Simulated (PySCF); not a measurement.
Isomers of C6H14Si2, one GFN2-xTB conformer each. Single-point energies are computed at PBE0/pcSseg-1 (PySCF, gas phase, no added dispersion term), electronic only.

Question: Rank them by PBE0/pcSseg-1 energy, lowest first (kcal/mol).
A. `[CH2:1]=[CH:2][CH2:3]/[C:4](=[CH:5]/[SiH3:6])[CH2:7][SiH3:8]` with C1–C2–C3–C4 -116°, C2–C3–C4–C5 96°, C3–C4–C7–Si8 -84°
B. `[CH2:1]=[CH:2][Si@H:3]([SiH2:4][CH3:5])[CH:6]1[CH2:7][CH2:8]1` with C1–C2–Si3–Si4 101°, C2–Si3–Si4–C5 87°, C2–Si3–C6–C7 164°
C. `C1C[SiH]2CC[SiH]1CC2`
D. `[CH2:1]1[CH2:2][SiH2:3][Si@@H:4]([CH:5]2[CH2:6][CH2:7]2)[CH2:8]1` with Si3–Si4–C5–C6 -88°, C8–C1–C2–Si3 54°, C1–C2–Si3–Si4 -28°, C2–Si3–Si4–C5 -114°, Si4–C5–C6–C7 -110°
E. `[CH:1]#[C:2][SiH2:3][CH2:4][C:5]([CH3:6])([CH3:7])[SiH3:8]` with C2–Si3–C4–C5 -178°, Si3–C4–C5–C6 176°
F. `[SiH3:1][SiH2:2][C:3]1=[CH:4][CH2:5][CH2:6][CH2:7][CH2:8]1` with Si1–Si2–C3–C4 -115°, C3–C4–C5–C6 15°, C4–C5–C6–C7 -46°, C5–C6–C7–C8 64°, C6–C7–C8–C3 -49°
G. `C([SiH2]C(C)(C)C)#C[SiH3]`

Answer: C (0.0), D (28.1), F (28.8), B (45.7), G (50.4), A (57.2), E (64.1).

As drawn, the highest has a C≡C bond, which the lowest lacks. Neighbours under 2.5 kcal/mol apart (C1C[SiH2][Si@@H](C2CC2)C1 and [SiH3][SiH2]C1=CCCCC1) can change places with a better method, another conformer or zero-point energy. GFN2-xTB itself gives, in the same order: 7.4, 17.1, 0.0, 43.4, 26.8, 22.9, 37.4. GFN2-xTB puts [SiH3][SiH2]C1=CCCCC1 lowest instead; measured from each level's own lowest isomer, the values differ by up to 34.3 kcal/mol (C=CC/C(=C/[SiH3])C[SiH3]: 22.9 against 57.2).

Question: Which frontier levels, dipoles and rotational constants go with these structures?

Answer: 
| SMILES | HOMO (eV, PBE0/pcSseg-1) | LUMO (eV) | dipole (D) | A, B, C (MHz) |
| --- | --- | --- | --- | --- |
| C1C[SiH]2CC[SiH]1CC2 | -7.16 | 1.10 | 0.01 | 1721, 1479, 1478 |
| C1C[SiH2][Si@@H](C2CC2)C1 | -7.28 | 0.14 | 0.83 | 2719, 855.1, 709.4 |
| [SiH3][SiH2]C1=CCCCC1 | -7.06 | -0.09 | 1.26 | 2844, 710.6, 644.2 |
| C=C[Si@H]([SiH2]C)C1CC1 | -7.47 | -0.43 | 0.23 | 1519, 1040, 723.0 |
| CC(C)(C)[SiH2]C#C[SiH3] | -7.72 | -0.44 | 0.62 | 2896, 551.4, 520.8 |
| C=CC/C(=C/[SiH3])C[SiH3] | -7.00 | -0.51 | 1.02 | 1381, 922.1, 599.8 |
| C#C[SiH2]CC(C)(C)[SiH3] | -7.94 | 0.16 | 0.98 | 2481, 675.8, 636.8 |
